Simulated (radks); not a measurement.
All-electron atom: the terbium ion Tb51+ in [Ne] 3s2 3p2.

Method: scalar-relativistic Kohn-Sham, r2SCAN, spin-polarised, spherical densities, finite nucleus; open shells are filled with parallel spins first (spin-orbit coupling, left out, can overturn this in heavy ions); meta-GGA in the generalised Kohn-Sham scheme; Fermi nuclear charge, rms radius 5.06 fm; computed with a radial shooting solver on a logarithmic mesh with Libxc functionals.

Energy parts (hartree):
total: -9042.3432
kinetic: 9899.6135
electron-nucleus: -19752.8419
Hartree: 943.2429
exchange-correlation: -132.3577

Orbitals (lengths in bohr, moments of r in powers of bohr; r(max) is where P^2 peaks):
orbital  occ.  eigenvalue (hartree)   r(max)      <r>      <r^4>  <1/r>
1s up       1             -2044.351  0.01364  0.02150  1.062e-06  73.11
1s down     1             -2043.985  0.01364  0.02150  1.061e-06  73.12
2s up       1             -446.5060  0.07695  0.09024  0.0001567  17.23
2s down     1             -446.3400  0.07697  0.09020  0.0001561  17.23
2p up       3             -412.3439  0.06226  0.07957  0.0001155  16.01
2p down     3             -412.0203  0.06230  0.07957  0.0001152  16.00
3s up       1             -179.3091   0.2069   0.2178   0.004247  6.986
3s down     1             -178.1675   0.2069   0.2182   0.004282  6.965
3p up       2             -168.8264   0.2004   0.2123   0.004074  6.611
3p down     0             -167.6933   0.2004   0.2126   0.004107  6.600

The highest occupied level is 3p up at -4594.0 eV. For comparison, the ionisation energy in NIST's Atomic Spectra Database is 4760 eV (theoretical). In exact Kohn-Sham theory the highest level is minus the ionisation energy, but local and semilocal functionals leave it too shallow, through self-interaction and a potential that decays too fast; potentials with the right tail come closer. The density falls to 0.001 e/bohr^3 at r = 0.63 bohr. The electron density at the nucleus is 7.22e+05 e/bohr^3 (large components only). The spin density at the nucleus is 8.33 e/bohr^3 (1s -75.98, 2s 17.20, 3s 67.12). Spin moment in Bohr magnetons: 2.
